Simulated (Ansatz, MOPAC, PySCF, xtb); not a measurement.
Dimer: digermane (SMILES [GeH3][GeH3]) (first 8 atoms) with CH4 (SMILES C); geometry from B3LYP-D3(BJ)/def2-TZVP, rigid monomers moved along the line of their centres of mass till Ge1···C9 is 5.52 Å.
(charge 0, multiplicity 1):
```xyz
13

Ge    -0.188    -1.409     0.653
Ge    -0.370     0.989     0.260
H      0.169    -2.132    -0.657
H     -1.525    -1.970     1.170
H      0.904    -1.713     1.691
H      1.029     1.617     0.121
H     -1.103     1.682     1.420
H     -1.153     1.255    -1.039
C      0.750     0.562     5.723
H     -0.267     0.465     5.345
H      1.162    -0.427     5.914
H      1.365     1.074     4.984
H      0.739     1.139     6.647
```

```tsv
level	interaction energy (meV)	cost
GFN-FF	-14.1	-
AM1	0.2	-
PM6	-2.7	-
GFN2-xTB	-17.4	-
HF/3-21G (no counterpoise)	-2.2	-
PBE/def2-TZVPPD	-4.1	×1
PBE-D3(BJ)/def2-TZVPPD	-15.4	×1
PBE-D4/def2-TZVPPD	-14.8	×1
r2SCAN-D4/def2-TZVPPD	-11.0	×1
B3LYP/6-31G* (no counterpoise)	-1.1	-
B3LYP-D3(BJ)/def2-TZVPPD	-10.8	×2
PBE0/def2-TZVPPD	-2.9	×2
PBE0-D3(BJ)/def2-TZVPPD	-15.0	×2
M06-2X/6-31G* (no counterpoise)	-9.9	-
wB97X-V/def2-TZVPPD	-11.1	×3
wB97M-V/def2-TZVPPD	-11.8	×4
MP2/6-31G*	-5.5	-
MP2/aug-cc-pVDZ	-10.8	-
SCS-MP2/aug-cc-pVDZ	-8.3	-
CCSD(T)/aug-cc-pVDZ	-11.0	×10
```

The rows run from -17.4 (GFN2-xTB) to 0.2 meV (AM1). The dispersion term adds -11.2 in PBE-D3(BJ), -10.7 in PBE-D4, -12.1 in PBE0-D3(BJ). The 4 functionals in def2-TZVPPD without D3 or D4 span 8.9, from wB97M-V to PBE0.

Interaction energies are E(AB) − E(A) − E(B) at the monomers' geometry in the complex; basis-set methods are counterpoise corrected. Rows marked so take none.

Correlated levels freeze the cores. Filled d and f shells under p-block atoms count as core. Rows in 3-21G, 6-31G* carry no dispersion term and start afresh at each structure (6-31G* with six Cartesian d functions); the Pople sets are all-electron and without relativity. MP2/6-31G* freezes PySCF's default core, which leaves 3d correlated. The state reached by AM1, PM6 isn't checked.

Programs: Ansatz (Gaussian basis) for Hartree–Fock, density functionals and correlated methods; MOPAC for AM1, PM6 (differences of heats of formation); PySCF for 3-21G rows, 6-31G* rows, the dispersion terms; xtb for the GFN methods. 

Costs are rough ratios of core time to PBE/def2-TZVPPD (about 11 s over the structures, on one shared machine); a dash marks a level with no comparable run of its own.

Ansatz is a quantum-chemistry and plane-wave program.
